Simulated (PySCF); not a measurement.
## PSe: one state, many levels of theory

State: ²Π (doublet), unpaired electrons π ↑. Set-up: PySCF, no relativity, basis sets P def2-TZVPP, Se def2-TZVPP. De refers to P + Se in their high-spin ground configurations, without counterpoise correction. The functionals are run spin-unrestricted. A positive dipole means P(−)Se(+). Levels whose curve was spin-contaminated or gave no clean fit are not listed.

```
  Level  Re (Å)  ωe (cm⁻¹)  De (eV)  μ (D)  CPU s a point (SCF and correlation, without the integrals)
    LDA   2.035        572     5.13  -0.15                                                         1.1
    PBE   2.056        556     4.26  -0.15                                                         1.8
 revPBE   2.061        552     3.99  -0.15                                                         1.2
   PW91   2.055        555     4.29  -0.17                                                         1.2
   TPSS   2.049        563     4.08  -0.18                                                         2.7
 r²SCAN   2.038        579     3.95  -0.22                                                         2.7
   PBE0   2.029        596     3.85  -0.27                                                         3.2
ωB97M-V   2.018        615     3.84  -0.38                                                         8.9
```

The bond length runs from 2.018 Å (ωB97M-V) to 2.061 Å (revPBE). De spans 3.84 eV (ωB97M-V, range-separated hybrid) to 5.13 eV (LDA, local density).

Spin–orbit coupling is left out. Counting both spins, an empty level lies below a filled one in some of these solutions, because spin and occupation are held. The state was picked by a PBE0 search and need not be the measured ground state.

The whole job (state search and all levels along the bond) took about 22 min on 1 thread of Arm Neoverse V2 (shared host), peak memory 2.8 GiB.
